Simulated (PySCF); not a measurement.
# Cl³⁺ (chlorine, charge +3) across methods

[Ne] 3s2 3p2, high-spin 3P determinant. Computed with PySCF 2.14 in dyall-av3z, with no relativity, point nucleus.

```
 method  E (hartree)  mean ε 3s α (eV)  mean ε 3s β (eV)  mean ε 3p α (eV)  Σ⟨r²⟩ (bohr²)   ⟨S²⟩
 r2SCAN    -457.3143           -60.709           -56.922           -46.882          11.52  2.006
    UHF   -456.79463           -69.303           -61.665           -53.014          11.60  2.009
LC-wPBE    -457.2181           -65.510           -61.652           -51.271          11.49  2.003
    M06    -457.3440           -62.067           -58.387           -47.634          11.45  2.001
   MN15    -457.3655           -62.389           -58.892           -49.004          11.44  2.002
   PBE0    -457.2016           -62.369           -58.391           -48.154          11.50  2.004
    PBE    -457.1664           -59.762           -56.787           -46.268          11.50  2.003
   BP86    -457.3865           -59.813           -57.005           -46.297          11.48  2.002
```

Task: Estimate the same row for LDA.

Result: E (hartree) = -455.8454; mean ε 3s α (eV) = -59.675; mean ε 3s β (eV) = -56.995; mean ε 3p α (eV) = -46.157; Σ⟨r²⟩ (bohr²) = 11.51; ⟨S²⟩ = 2.001.
